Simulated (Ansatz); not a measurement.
Gas-phase electronic energies from Ansatz, PBE0-D4/def2-TZVP geometries. CCSD(T)/CBS adds triple-zeta CCSD(T) − MP2 to the extrapolated MP2 energy (def2 sets, frozen cores). This one scheme is used for every species. Functionals use def2-TZVPP. HSE06 is defined as in plane-wave codes. def2 core potentials past Kr. For I outer-core shells are correlated without core-valence functions, which leaves a few kJ/mol of doubt a bond. Each species was taken in one conformer, which may not be the lowest.

Consider the cleavage of the B–Si bond: `CB[SiH2]N` + HI → `CBI` + `N[SiH3]`.

```tsv
level	ΔE (eV)
HSE06-D4	-1.03
BHLYP-D4	-1.07
PBE0	-1.03
BHLYP	-1.07
```

**Question.** What does CCSD(T)/CBS give? (An estimate is asked.)

**Answer.** The calculation gave: -1.10 eV. The listed levels differ from it by 0.07, 0.03, 0.07, 0.03 eV.

Largest T1 diagnostic among the species: 0.011.

From BLYP to BHLYP (50 % exact exchange), in def2-TZVPP and without D4, ΔE moves by −0.04 eV. Leaving LDA and LC-ωPBE aside and taking each functional with its dispersion term where it has one, the values, not all of them listed here, spread over 0.13 eV, from PBE-QIDH to B97M-V.
